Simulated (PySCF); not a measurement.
## Working out the excitation energy of Fe

Fe [Ar] 3d6 4s2 (5D) → Fe [Ar] 3d5 4s2 5s1 (7S). Computed with PySCF 2.14 in aug-cc-pVDZ-DK (7s6p4d2f, 59 functions), with the spin-free X2C one-electron Hamiltonian (Gaussian nucleus). Frozen: [Ar]. Energies in hartree (1 hartree = 27.21139 eV):

| part | Fe (lower) | Fe (upper) |
| --- | --- | --- |
| UHF | -1271.345113 | -1271.120485 |
| CCSD correlation | -0.171181 | -0.122769 |
| (T) | -0.005383 | -0.003247 |

Question: What does Hartree-Fock give?

Answer: (-1271.120485) − (-1271.345113) = 0.224628 hartree = 6.112 eV.

Question: What do CCSD and CCSD(T) give?

Answer: The CCSD correlation energies differ by 0.048412 hartree = 1.317 eV and the triples by 0.002136 hartree = 0.058 eV, so CCSD gives 7.429 eV and CCSD(T) 7.487 eV.

A double-zeta basis recovers only part of the correlation energy.
